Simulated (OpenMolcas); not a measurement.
Cu3+ (d8) in a complex was computed by CASSCF with the d shell active (OpenMolcas, ANO-RCC-VTZP on the metal). Its lowest spin-free states, and all those of the highest spin:

```json
{"2S+1": "3", "Degeneracy": "1", "E (cm-1)": "0.0"}
{"2S+1": "3", "Degeneracy": "3", "E (cm-1)": "5515"}
{"2S+1": "3", "Degeneracy": "3", "E (cm-1)": "11177"}
{"2S+1": "1", "Degeneracy": "2", "E (cm-1)": "15384"}
{"2S+1": "1", "Degeneracy": "3", "E (cm-1)": "21872"}
{"2S+1": "1", "Degeneracy": "1", "E (cm-1)": "24231"}
{"2S+1": "3", "Degeneracy": "3", "E (cm-1)": "26662"}
{"2S+1": "1", "Degeneracy": "3", "E (cm-1)": "27120"}
{"2S+1": "1", "Degeneracy": "2", "E (cm-1)": "36851"}
{"2S+1": "1", "Degeneracy": "3", "E (cm-1)": "37089"}
{"2S+1": "1", "Degeneracy": "1", "E (cm-1)": "64703"}
```

**Question.** Is the site octahedral, tetrahedral or cube-like, axial, or of lower symmetry?

**Answer.** The states with 2S+1 = 3 have orbital degeneracies 1, 3, 3, 3. Threefold states need a cubic site. For d8 at this spin an octahedron puts the single A2 below the threefold T2 and a tetrahedron or cube puts the threefold T1 below the threefold T2, so the site is octahedral. The first gap at this spin, 5520 cm-1, is |10Dq| in ligand-field theory. The run had Cu3+ with 6 ligands (chloride) in octahedral coordination (Oh) at 2.42 Å. A charge of +0.5 e stands 2.6 Å behind each ligand. Ligand basis ANO-RCC-VDZP.

Without dynamic correlation the repulsion within the d shell is too large (B by tens of per cent), so at a given field states of lower spin stand too high. The least metal-like active orbital is 82 % on the metal (Löwdin) and no ligand orbital is active, so the numbers are rough. Ligand-to-metal charge-transfer states are missing. With no ligand orbital active B as a rule stays too high, so bands that hang on it stand too high and its fall with covalency is understated. With metal d orbitals alone and no dynamic correlation the field as a rule comes out too small, by tens of per cent, by up to half for chloride and softer ligands, and the orbital part of g and χT, which goes as 1/10Dq, too large. The distance lies 5 % over the 2.3 Å that this model takes as the normal distance (a Shannon-type radius plus a fixed donor radius); by an R⁻⁵ law this alone changes a d-shell field by about -22 %. No measured value stands beside these numbers; the geometry was imposed, not optimised, and the real ion may take another.
